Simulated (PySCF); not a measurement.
PySCF job for C2H7FOSi2, SMILES C=C[Si@H](F)[SiH2]O, SMD-PBE0/6-31G*. The structure is a stationary point at ωB97X-D3(BJ)/def2-SVP. The structure was generated by enumeration; whether it is a known compound was not checked. One conformer was computed; it need not be the lowest.

```python
import numpy as np
from pyscf import gto, scf, dft
from pyscf.solvent import smd

mol = gto.M(
    atom='''
    C    -2.97203478   -0.13332666   -0.04200499
    C    -1.97474186    0.70769802   -0.34239772
    Si   -0.26173973    0.08528001   -0.72602071
    F    -0.34780794   -1.55745529   -0.77521091
    Si    1.29625709    0.58489676    0.94168498
    O     2.76057156   -0.15551848    0.60234553
    H    -2.81676872   -1.21854238   -0.02971644
    H    -3.98179902    0.22083468    0.19725687
    H    -2.17642477    1.78780760   -0.34588967
    H     0.19185505    0.54758254   -2.06980147
    H     0.73598029    0.15004301    2.25959287
    H     1.56303376    2.04798409    0.99970748
    H     2.72723911   -1.10316694    0.43410049
    ''',
    basis='6-31G*',
    charge=0,
    spin=0,
    max_memory=1600,
    verbose=3,
)
mf = dft.RKS(mol, xc='pbe0').density_fit(auxbasis='def2-universal-jkfit')
mf.grids.level = 3
mf.conv_tol = 1e-9
mf.max_cycle = 100
mf.kernel()
res = {}
for name in ['water', '2-propanol', 'ethanol']:
    s = mf.SMD()
    s.with_solvent.solvent, s.with_solvent.sasa_ng = name, 194
    s.kernel(mf.make_rdm1())
    res[name] = (s.e_tot, s.with_solvent.get_cds(), s.dip_moment(), s.mo_energy, s.converged)
    print(f'SMD {name}: dG(solv) = {(s.e_tot - mf.e_tot) * 627.509474:.3f} kcal/mol, of which CDS {res[name][1] * 627.509474:.3f}')
```

Program output:

```
converged SCF energy = -833.974867959269
converged SCF energy = -833.979389988857
Dipole moment(X, Y, Z, Debye): -1.75925,  0.34029,  0.23105
SMD water: dG(solv) = -2.838 kcal/mol, of which CDS 5.291
converged SCF energy = -833.984510722206
Dipole moment(X, Y, Z, Debye): -1.67867,  0.34062,  0.22776
SMD 2-propanol: dG(solv) = -6.051 kcal/mol, of which CDS 1.030
converged SCF energy = -833.984647154885
Dipole moment(X, Y, Z, Debye): -1.70693,  0.33896,  0.22849
SMD ethanol: dG(solv) = -6.137 kcal/mol, of which CDS 1.317
```

The run converged.

Cost: roughly 90 core-seconds.
